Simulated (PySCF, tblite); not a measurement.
Isomers of C7H11 (doublet state), one GFN2-xTB conformer each. Single-point energies are computed at B3LYP/pcH-1 (PySCF, gas phase, no added dispersion term), electronic only. GFN2-xTB treats the open shell by occupation alone, and not every SCF solution was tested for stability.

```csv
SMILES,GFN2-xTB relative energy (kJ/mol)
[CH2]/C=C/C1CCC1,1.6
C#CC(C)(C)[CH]C,128.7
[CH2][C@H]1CCC=C1C,0.0
C=C[C](C=C)CC,11.3
```

Conformers: `[CH2:1]/[CH:2]=[CH:3]/[CH:4]1[CH2:5][CH2:6][CH2:7]1` (doublet state) with H–C1–C2–C3 0° and 180°, C2–C3–C4–C5 129°, C3–C4–C5–C6 132°, C4–C5–C6–C7 -12°, C5–C6–C7–C4 12°, C3–C4–C7–C6 -131°; `[CH:1]#[C:2][C:3]([CH3:4])([CH3:5])[CH:6][CH3:7]` (doublet state) with C2–C3–C6–C7 42°; `[CH2:1][C@H:2]1[CH2:3][CH2:4][CH:5]=[C:6]1[CH3:7]` (doublet state) with H–C1–C2–C3 154° and -37°, C1–C2–C3–C4 96°, C2–C3–C4–C5 20°, C3–C4–C5–C6 -12°, C1–C2–C6–C5 -106°; `[CH2:1]=[CH:2][C:3]([CH:4]=[CH2:5])[CH2:6][CH3:7]` (doublet state) with C1–C2–C3–C4 -2°, C2–C3–C4–C5 -178°, C2–C3–C6–C7 95°.

Question: What does B3LYP/pcH-1 give for the same structures?

Answer: 
```csv
SMILES,B3LYP/pcH-1 E (Eh),B3LYP/pcH-1 (kJ/mol),GFN2-xTB (kJ/mol),point group
C=C[C](C=C)CC,-273.32811,0.0,11.3,C1
[CH2][C@H]1CCC=C1C,-273.31424,36.4,0.0,C1
[CH2]/C=C/C1CCC1,-273.30642,57.0,1.6,Cs
C#CC(C)(C)[CH]C,-273.27033,151.7,128.7,C1
```

GFN2-xTB puts [CH2][C@H]1CCC=C1C lowest instead; measured from each level's own lowest isomer, the values differ by up to 55.4 kJ/mol ([CH2]/C=C/C1CCC1: 1.6 against 57.0). As drawn, the highest has a quaternary carbon, which the lowest lacks. Neighbours under 21 kJ/mol apart ([CH2][C@H]1CCC=C1C and [CH2]/C=C/C1CCC1) can change places with a better method, another conformer or zero-point energy.

Question: What happens when harmonic zero-point energies from GFN2-xTB frequencies are added?

Answer: 
```
            SMILES  ZPE (kJ/mol)  electronic (kJ/mol)  with ZPE (kJ/mol)
     C=C[C](C=C)CC         404.6                  0.0                0.0
[CH2][C@H]1CCC=C1C         406.8                 36.4               38.6
  [CH2]/C=C/C1CCC1         410.1                 57.0               62.4
   C#CC(C)(C)[CH]C         397.4                151.7              144.4
```

The zero-point energies span 12.7 kJ/mol. The order is unchanged.
